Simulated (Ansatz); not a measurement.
Ansatz (a quantum-chemistry and plane-wave program) input:

Ansatz 0.2 input:
```yaml
crystal:
  periodic: [false, false, false]
  atoms:
    - {symbol: Mg, position_ang: [0.00000000, 0.00000000, 0.00000000]}
    - {symbol: Cl, position_ang: [-0.00000000, -0.00000000, -2.17569806]}
    - {symbol: Cl, position_ang: [0.00000000, 0.00000000, 2.17569806]}
basis:
  gaussian:
    orbitals: def2-SVPD
magnetization: {spin_polarized: true, initial_magnetization: 2}
correlation: {method: ccsd_t, electrons: outside_noble_gas}
```

Question: What final total energy does it print?

Answer: -1118.54473 Eh (CCSD(T)/def2-SVPD). The basis has 75 functions.

This state (charge 0, triplet) is run at the relaxed geometry of the species with charge 0 and multiplicity 1, and is a spin state other than that species' own.
